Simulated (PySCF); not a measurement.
# Two-dimensional NMR puzzle

Compound of formula C$_{5}$H$_{9}$BO$_{2}$. Correlations simulated from computed shifts and couplings:

HSQC (one-bond C–H):
```tsv
δH	δC	1J(C,H) (Hz)
4.28	74.6	154
3.93	74.6	153
3.19	87.2	151
0.66	5.4	171
0.55	19.6	167
0.46	3.3	171
0.45	5.4	169
-0.01	3.3	166
```

COSY cross peaks (|J| ≥ 2 Hz):
```tsv
δH	δH	abs. J (Hz)	bonds
4.28	3.93	10.8	2
4.28	3.19	10.4	3
3.93	3.19	8.4	3
3.19	0.55	10.5	3
0.66	0.55	9.1	3
0.66	0.46	10.1	3
0.66	0.45	6.1	2
0.66	-0.01	6.6	3
0.55	0.46	9.3	3
0.55	0.45	5.4	3
0.55	-0.01	5.4	3
0.46	0.45	6.6	3
0.46	-0.01	5.6	2
0.45	-0.01	10.7	3
```

HMBC (two and three bonds, |J| ≥ 2.5 Hz):
```tsv
δH	δC [abs. J in Hz]
4.28	19.6 [5.5]
4.05	87.2 [5.6], 74.6 [5.6]
3.93	19.6 [8.1]
3.19	5.4 [2.6]
0.66	87.2 [2.6]
0.55	74.6 [3.4]
0.46	87.2 [4.5]
0.45	87.2 [6.5]
-0.01	87.2 [6.2]
```

Theoretical values (PySCF 2.14.0 with density-fitted response routines): structure optimised with PBE0-D3(BJ)/def2-SVP, couplings computed with B3LYP/pcJ-1 (spin–dipole term only in couplings to heteroatoms), B3LYP/pcSseg-1 with gauge-including orbitals. In vacuum, one computed conformer, relativity neglected.

References, each an isolated molecule treated in the same way: 1H (31.38 ppm) and 13C (179.24 ppm) against TMS.

Exchangeable hydrogens are left out of these lists, and C,H couplings along chains are those of one rotamer, so weak HMBC peaks may be missing or extra.

Task: Work out the connectivity.

Result: SMILES O1BOC[C@H]1C1CC1.

Numbering as in the mapped SMILES `[BH:1]1[O:2][CH2:3][C@@H:4]([CH:5]2[CH2:6][CH2:7]2)[O:8]1`; H(Xn) means a hydrogen on atom n. Ha(C6), Ha(C7) are cis to C4 on the ring; Ha(C3) is cis to C5 on the ring; Hb(C6), Hb(C7) are trans to C4 on the ring; Hb(C3) is trans to C5 on the ring.

1. δC 87.2 is C4, an sp3 CH bonded to O (δH 3.19).
2. δC 74.6 is C3, an sp3 CH2 bonded to O (δH 3.93, 4.28).
3. δC 19.6 is C5, a three-membered-ring carbon (δH 0.55).
4. δC 5.4 is C7, a three-membered-ring carbon (δH 0.66, 0.45).
5. δC 3.3 is C6, a three-membered-ring carbon (δH 0.46, -0.01).
6. COSY links 4.28–3.93, 4.28–3.19, 3.93–3.19, 3.19–0.55, 0.66–0.55, 0.66–0.46.

The data come from this structure; uniqueness wasn't tested.

Hydrogens on boron are broadened and split by 11B (spin 3/2, 80 %) and 10B (spin 3). Unscaled 3J(H,H) at this level run about 10 % above measured values. Shifts are as computed. Against solution values, carbons near 30 ppm lie about +2 ppm off and those near 130 ppm about +6 ppm. Of 1313 compounds with measured shifts, 239 miss one by over three times the rms of a fit or turn the order of signals round; such compounds aren't used in these exercises. 3J across rotatable bonds or in flexible rings reflects this conformer alone.
